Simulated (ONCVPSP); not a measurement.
**oxygen (O): excitation energies, all-electron against ONCV**

* Element: O (Z = 8)
* Generator: ONCVPSP 4.0.1
* Type: optimised norm-conserving Vanderbilt (ONCV)
* Functional: PBE
* Relativity: scalar-relativistic
* Frozen core: [He]
* Valence charge: 6
* Reference configuration: 2s2 2p4
* Partial waves: 2s: rc 0.95 bohr, ncon 5, nbas 9, qcut 6.7 1/bohr, 2 projectors, debl 2.6 Ha; 2p: rc 1.70 bohr, ncon 4, nbas 8, qcut 8.5 1/bohr, 2 projectors, debl 0.3 Ha
* Local potential: polynomial inside 0.65 bohr (lpopt 5, dvloc0 1 Ha)
* Core correction: none

In the p channel the program set the typed energies aside and used -0.332, 0.250 Ha.

Energies are relative to the spin-unpolarised reference configuration 2s2 2p4; without spin polarisation the order of configurations can differ from experiment.

Q: Give the all-electron excitation energy and the error of the potential for: 2s2 2p3; 2s2 2p2; 2s2 2p1; 2s2 2p3.5.

A:

```
valence configuration  charge  ΔE all-electron (eV)  error AE − PS (meV)
              2s2 2p3      +1                16.431                  +45
              2s2 2p2      +2                50.017                 +351
              2s2 2p1      +3               103.885                +1322
            2s2 2p3.5    +0.5                 6.286                 +7.1
```
